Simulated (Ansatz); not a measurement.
Relaxation of Cl$_{3}$FH$_{4}$NOTa (11 atoms, charge 0, multiplicity 1), to a largest force component of 0.03 eV/Å in at most 50 steps.

All numbers below come from RKS PBE/def2-SVP in Ansatz 0.2.0.

```xyz
11
Properties=species:S:1:pos:R:3
Ta -0.019 -0.139 -0.024
N 2.076 -0.311 0.103
H 2.562 -0.697 0.918
H 2.700 -0.153 -0.693
Cl 0.094 -0.700 2.259
Cl 0.460 0.640 -2.173
Cl -1.763 1.371 0.279
F -0.788 -1.750 -0.565
O 1.428 2.492 1.108
H 1.249 2.376 2.060
H 2.111 1.792 0.927
```

Task: Where does it end, and by what steps?

Result: The run converged. After 19 steps the energy has fallen by 0.633 eV; H10 moved furthest, 1.26 Å. Joined: Ta1–O9 (3.21 → 2.33 Å).

| step | energy less start (eV) | largest force component (eV/Å) | accepted |
| --- | --- | --- | --- |
| 0 | 0.0000 | 1.702 | yes |
| 1 | -0.1579 | 0.824 | yes |
| 2 | -0.2944 | 0.872 | yes |
| 3 | -0.4394 | 1.382 | yes |
| 4 | -0.4916 | 1.320 | yes |
| 5 | -0.5444 | 0.551 | yes |
| 6 | -0.5504 | 1.029 | yes |
| 7 | -0.5876 | 0.513 | yes |
| 8 | -0.6047 | 0.255 | yes |
| 9 | -0.6120 | 0.329 | yes |
| 10 | -0.5839 | 1.096 | no |
| 11 | -0.6227 | 0.266 | yes |
| 12 | -0.6279 | 0.059 | yes |
| 13 | -0.6270 | 0.330 | no |
| 14 | -0.6298 | 0.045 | yes |
| 15 | -0.6308 | 0.156 | yes |
| 16 | -0.6303 | 0.255 | no |
| 17 | -0.6324 | 0.051 | yes |
| 18 | -0.6329 | 0.031 | yes |
| 19 | -0.6331 | 0.019 | yes |

```xyz
11
Properties=species:S:1:pos:R:3
Ta 0.292 0.064 0.120
N 2.159 -0.615 -0.065
H 2.678 -1.117 0.664
H 2.758 -0.438 -0.879
Cl 0.519 -0.561 2.405
Cl 0.609 0.974 -2.017
Cl -1.592 1.520 0.579
F -0.746 -1.422 -0.365
O 1.262 2.033 0.901
H 0.483 2.607 1.088
H 1.687 1.876 1.769
```

Whether the end is a true minimum wasn't checked by a vibrational analysis.

Time of the run: 32 s on 4 threads of Intel(R) Xeon(R) 6975P-C (Granite Rapids), on a shared host, peak memory 0.25 GiB.
